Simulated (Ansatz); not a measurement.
A structure relaxed at PBE0-D4/def2-TZVP, charge 0, multiplicity 1:

```xyz
12

C    -2.157   -0.205    0.498
C    -0.859   -0.300    0.256
C     0.270   -1.290    0.334
B     0.495    0.155   -0.187
C     1.488    1.216   -0.701
H    -2.738   -1.037    0.891
H    -2.696    0.720    0.311
H     0.263   -2.133   -0.359
H     0.629   -1.581    1.322
H     2.037    1.585    0.177
H     2.246    0.791   -1.365
H     1.021    2.079   -1.177
```

Problem. Give its formula and SMILES.

Solution. C4H7B, `C=C1CB1C`.

Problem. Summarise the bond lengths by kind.

Solution. 2 × C–C 1.324 to 1.503 Å; 7 × C–H 1.086 to 1.099 Å; 3 × B–C 1.496 to 1.552 Å.

All numbers were calculated with Ansatz.
